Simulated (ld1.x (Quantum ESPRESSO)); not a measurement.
# Pseudopotential generation for Ar (Z = 18): PAW, LDA (PZ), scalar-relativistic.

* Element: Ar (Z = 18)
* Generator: ld1.x (Quantum ESPRESSO) 7.5
* Type: PAW
* Functional: LDA (PZ)
* Relativity: scalar-relativistic
* Frozen core: [Ne]
* Valence charge: 8
* Reference configuration: 3s2 3p6
* Partial waves: 3s (bound): rcut 1.00, rcutus 1.05 bohr; 3s channel at -1.25 Ry: rcut 1.00, rcutus 1.05 bohr; 3p (bound): rcut 0.80, rcutus 1.00 bohr; 3p channel at 0.4 Ry: rcut 0.80, rcutus 1.00 bohr; 3d channel at 0.35 Ry: rcut 0.90, rcutus 0.95 bohr; 3d channel at 2.15 Ry: rcut 0.90, rcutus 0.95 bohr
* Local potential: all-electron potential smoothed inside 0.70 bohr (lloc = -1)
* Core correction: a·sin(br)/r model core inside 0.74 bohr
* Augmentation charge: PSQ, inside the norm-conserving radii

(1) Estimate the cutoffs (Ry, on a coarse ladder) from which the occupation-weighted sum of valence levels, in a spherical-Bessel basis at the reference potential, stays within 10 and 1 mRy of its value at 400 Ry.

(2) Does the potential have ghost states?

(3) Is the overlap operator S = 1 + Σ q|β⟩⟨β| positive definite (Bessel basis up to 400 Ry)?

(4) Which valence shell sets the plane-wave cutoff?

(5) Tests: 3s2 3p5; 3s2 3p4; 3s2 3p3; 3s2 3p2; 3s1 3p6; 3s2 3p5.5. Which has the largest error in its energy relative to the reference configuration, and how large is it?

Answers

(1) 45 Ry and 100 Ry.

(2) Ghost states, extra bound levels that the all-electron valence spectrum of the same l lacks: s at -144.7 eV, p at -44.2 eV. A true bound ghost makes a file unfit for plane-wave use.

(3) Yes: its lowest eigenvalue is 0.53 (s channel).

(4) 3s: its level needs 55 Ry to come within 1 mRy, against 45 Ry for 3p.

(5) 3s2 3p2, with -87 meV (all-electron minus pseudo) on +145.26 eV.
